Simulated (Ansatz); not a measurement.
Program: Ansatz. Geometries: PBE0-D4/def2-TZVP. ΔE: electronic, gas phase. CCSD(T)/CBS is the MP2 limit (def2-TZVPP, def2-QZVPP) plus CCSD(T) − MP2 in def2-TZVPP, frozen cores. This one scheme is used for every species. Functionals use def2-TZVPP. B3LYP here is the variant with VWN-RPA as its local correlation; programs differ in this. One conformer a species, not always the lowest.

Reaction (ligand exchange at the Si–N bond): `O[SiH](O)N[Si](F)(F)F` + `N=C=O` → `O=C=N[Si](F)(F)F` + `N[SiH](O)O`

```csv
level,ΔE (kJ/mol),difference from CCSD(T)/CBS
BLYP-D4,-6.8,4.2
B97M-V,-12.4,-1.4
r2SCANh-D4,-9.7,1.3
PBE-QIDH,-13.3,-2.3
revPBE,-13.7,-2.7
B3LYP,-16.8,-5.8
MP2/def2-TZVPP,-12.7,-1.7
MP2/def2-QZVPP,-13.4,-2.4
SCS-MP2/def2-QZVPP,-14.6,-3.6
HF/CBS(def2),-25.3,-14.3
CCSD(T)/CBS,-11.0,0
```

Largest T1 diagnostic among the species: 0.018.

At CCSD(T), def2-SVP lies +7.8 kJ/mol from the extrapolated value and def2-TZVPP +0.7 kJ/mol. In def2-TZVPP, CCSD(T) changes the Hartree–Fock value by +14.2 kJ/mol (the triples alone add +2.4 kJ/mol) and MP2 by +11.8 kJ/mol. The D4 term adds +7.4 kJ/mol with B3LYP and +4.3 kJ/mol with PBE0; it sums over pairs of atoms, weighted by their polarisabilities, and B3LYP, whose exchange is more repulsive, gets the larger term.
